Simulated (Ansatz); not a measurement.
`[CH2]1[NH][GeH2]1`, charge 0, multiplicity 1.

Give a relaxed structure at PBE0-D4/def2-TZVP (Ansatz). (Estimate.)

The calculation gave: 
Z-matrix (Å, degrees):
```
C
Ge 1 1.917
N 1 1.475 2 65.8
H 1 1.088 2 117.3 3 111.0
H 1 1.086 2 119.8 3 -105.1
H 2 1.526 1 118.2 3 -100.5
H 2 1.523 1 123.5 3 91.1
H 3 1.014 1 111.7 2 108.2
```
